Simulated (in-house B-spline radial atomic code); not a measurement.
## Ionising Cd II (Cd+) with different functionals

Computed with a B-spline radial code for spherical atoms: four-component Dirac-Coulomb Hamiltonian, Fermi nucleus of rms radius 4.6087 fm, spin-restricted, spherical fractional occupations for the functionals. The ionisation energy is the difference of two self-consistent energies, [Kr] 4d10 5s1 → [Kr] 4d10, without Breit or QED terms; ε is the level of the shell that loses the electron (mean over j).

Hybrids are left out here: with spherical fractional occupations of an open shell their exact exchange keeps a self-interaction that integer-occupation calculations don't have.

```
           method  rung  ΔSCF (eV)  -ε(5s) (eV)
         LDA VWN5   LDA      17.52        13.45
 relativistic LDA   LDA      17.48        13.42
         LDA PW92   LDA      17.51        13.45
LDA exchange-only   LDA      16.39        12.34
              PBE   GGA      17.13        13.06
           PBEsol   GGA      17.10        13.08
             BLYP   GGA      17.30        13.16
             RPBE   GGA      16.98        12.89
             PW91   GGA      17.21        13.13
             BP86   GGA      17.23        13.25
             AM05   GGA      17.06        13.04
             OLYP   GGA      16.82        12.66
```

Question: How do they compare with the NIST value?

Answer: NIST lists 16.908 eV (measured, ground level to ground level). Errors run from -0.52 to +0.61 eV; RPBE is closest (+0.07 eV), but part of that can be cancellation, since the calculations leave out Breit-QED terms, spin polarisation.
